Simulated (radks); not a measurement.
Sc2+, configuration [Ne] 3s2 3p5 3d1 4p1 (not the ground configuration). Calculated with a radial shooting solver on a logarithmic mesh with Libxc functionals: Dirac Kohn-Sham, exchange-only B88, spin-unpolarised, spherical densities, finite nucleus; open shells fill j = l - 1/2 first; Fermi nuclear charge, rms radius 3.5459 fm.

Unscreened Slater integrals over Kohn-Sham orbitals (hartree). Large and small components are both included. Empty in this configuration: 3d5/2.

\begin{tabular}{lr}
integral & value \\ \hline
F0(4p1/2,4p1/2) & 0.26622 \\
F0(4p1/2,3d3/2) & 0.33485 \\
G1(4p1/2,3d3/2) & 0.039979 \\
F0(4p1/2,3p3/2) & 0.34295 \\
G2(4p1/2,3p3/2) & 0.023483 \\
F0(4p1/2,3p1/2) & 0.34319 \\
G0(4p1/2,3p1/2) & 0.019961 \\
F0(4p1/2,3d5/2) & 0.33478 \\
G3(4p1/2,3d5/2) & 0.034640 \\
F0(3d3/2,3d3/2) & 0.66011 \\
F2(3d3/2,3d3/2) & 0.31019 \\
F0(3d3/2,3p3/2) & 0.71993 \\
F2(3d3/2,3p3/2) & 0.34380 \\
G1(3d3/2,3p3/2) & 0.42891 \\
G3(3d3/2,3p3/2) & 0.25961 \\
F0(3d3/2,3p1/2) & 0.72190 \\
G1(3d3/2,3p1/2) & 0.43005 \\
F0(3d3/2,3d5/2) & 0.65954 \\
F2(3d3/2,3d5/2) & 0.30995 \\
G2(3d3/2,3d5/2) & 0.30983 \\
G4(3d3/2,3d5/2) & 0.19377 \\
F0(3p3/2,3p3/2) & 0.79766 \\
F2(3p3/2,3p3/2) & 0.40179 \\
F0(3p3/2,3p1/2) & 0.80017 \\
G2(3p3/2,3p1/2) & 0.40286 \\
F0(3p3/2,3d5/2) & 0.71922 \\
F2(3p3/2,3d5/2) & 0.34345 \\
G1(3p3/2,3d5/2) & 0.42855 \\
G3(3p3/2,3d5/2) & 0.25939 \\
F0(3p1/2,3p1/2) & 0.80271 \\
F0(3p1/2,3d5/2) & 0.72119 \\
G3(3p1/2,3d5/2) & 0.25981 \\
F0(3d5/2,3d5/2) & 0.65896 \\
F2(3d5/2,3d5/2) & 0.30972 \\
F4(3d5/2,3d5/2) & 0.19370 \\
\end{tabular}
